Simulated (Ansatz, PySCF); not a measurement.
H11NSi4, SMILES [Si]([SiH3])(N)([SiH3])[SiH3]. Atoms are numbered in the order given.

```xyz
16

N      0.7997    -0.4330     1.9449
Si     0.1535    -0.0534     0.3592
Si     0.3438     2.2007    -0.3313
Si     1.2673    -1.3852    -1.2219
Si    -2.1256    -0.6191     0.3444
H      0.3316    -0.0264     2.7520
H      1.8070    -0.3602     2.0708
H     -0.3713     3.1106     0.6206
H     -0.2408     2.3983    -1.6959
H      1.7805     2.6248    -0.3716
H      0.7965    -1.0312    -2.5970
H      1.0150    -2.8397    -0.9821
H      2.7446    -1.1465    -1.1551
H     -2.8511     0.1159     1.4294
H     -2.3232    -2.0862     0.5571
H     -2.7297    -0.2334    -0.9687
```
Charge 0, spin multiplicity 1.

The structure is a stationary point at r2SCAN-D4/def2-SVP. One conformer was computed; it need not be the lowest.

Two levels are set side by side: PBE-D3(BJ)/def2-SVP (Ansatz, a first-principles code) and r2SCAN-D4/def2-SVP (Ansatz). Each level has its own optimised geometry; the coordinates shown are those of the second. Frequencies come from the Hessian of PySCF at each geometry. Differences are taken from unrounded values.

```
quantity                            r2SCAN-D4
----------------------------------  ---------
mean bond length (Å)                    1.622
bond N1–Si2 (Å)                         1.754
bond Si2–Si3 (Å)                        2.365
bond Si2–Si4 (Å)                        2.348
bond Si2–Si5 (Å)                        2.348
bond N1–H6 (Å)                          1.018
bond N1–H7 (Å)                          1.018
bond Si3–H8 (Å)                         1.499
bond Si3–H9 (Å)                         1.498
bond Si3–H10 (Å)                        1.499
bond Si4–H11 (Å)                        1.496
bond Si4–H12 (Å)                        1.496
bond Si4–H13 (Å)                        1.498
bond Si5–H14 (Å)                        1.498
bond Si5–H15 (Å)                        1.496
bond Si5–H16 (Å)                        1.496
highest harmonic wavenumber (cm⁻¹)       3641
mean harmonic wavenumber (cm⁻¹)          1053
zero-point energy (kcal/mol)            63.21
```

### Question
What does PBE-D3(BJ) give, and how far is it from r2SCAN-D4? (An estimate is asked for; the answer gives what the named calculation found.)

### Answer

| quantity | PBE-D3(BJ) | PBE-D3(BJ) minus r2SCAN-D4 |
|---|---|---|
| mean bond length (Å) | 1.631 | 0.009 |
| bond N1–Si2 (Å) | 1.767 | 0.013 |
| bond Si2–Si3 (Å) | 2.371 | 0.006 |
| bond Si2–Si4 (Å) | 2.353 | 0.005 |
| bond Si2–Si5 (Å) | 2.353 | 0.005 |
| bond N1–H6 (Å) | 1.026 | 0.008 |
| bond N1–H7 (Å) | 1.026 | 0.008 |
| bond Si3–H8 (Å) | 1.509 | 0.010 |
| bond Si3–H9 (Å) | 1.508 | 0.011 |
| bond Si3–H10 (Å) | 1.509 | 0.010 |
| bond Si4–H11 (Å) | 1.506 | 0.010 |
| bond Si4–H12 (Å) | 1.506 | 0.010 |
| bond Si4–H13 (Å) | 1.508 | 0.010 |
| bond Si5–H14 (Å) | 1.508 | 0.010 |
| bond Si5–H15 (Å) | 1.506 | 0.010 |
| bond Si5–H16 (Å) | 1.506 | 0.010 |
| highest harmonic wavenumber (cm⁻¹) | 3547 | -94 |
| mean harmonic wavenumber (cm⁻¹) | 1024 | -29 |
| zero-point energy (kcal/mol) | 61.48 | -1.73 |
